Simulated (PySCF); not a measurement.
Si(H)2(Me)(OH) (CH6OSi), SMILES C[SiH2]O.

The structure is a stationary point at B3LYP-D3(BJ)/def2-TZVP. Other conformers were not sampled.

Calculation: B3LYP-D3(BJ)/def2-TZVP (PySCF 2.14.0).

Frequencies are harmonic and unscaled.

```csv
mode,ν (cm⁻¹),IR (km/mol),moving atoms (share of kinetic energy)
1,169,74.8,H 96 %
2,172,23.5,H 90 %
3,255,25.6,"O 39 %, H 27 %, Si 19 %, C 15 %"
4,505,16.0,H 92 %
5,672,6.7,"C 45 %, H 35 %, Si 14 %"
6,702,60.7,H 93 %
7,761,55.0,"H 62 %, C 21 %, Si 15 %"
8,835,158.0,"O 45 %, H 37 %, Si 17 %"
9,886,8.3,"H 76 %, C 10 %, O 9 %"
10,901,68.1,"H 69 %, O 12 %, Si 11 %"
11,957,230.3,"H 77 %, Si 16 %"
12,976,117.5,"H 86 %, Si 11 %"
13,1293,28.7,"H 79 %, C 21 %"
14,1457,2.9,H 96 %
15,1461,2.8,H 96 %
16,2193,162.4,H 97 %
17,2244,124.0,H 97 %
18,3025,3.5,H 97 %
19,3092,11.9,"H 91 %, C 9 %"
20,3103,9.2,"H 91 %, C 9 %"
21,3873,75.7,H 94 %
```
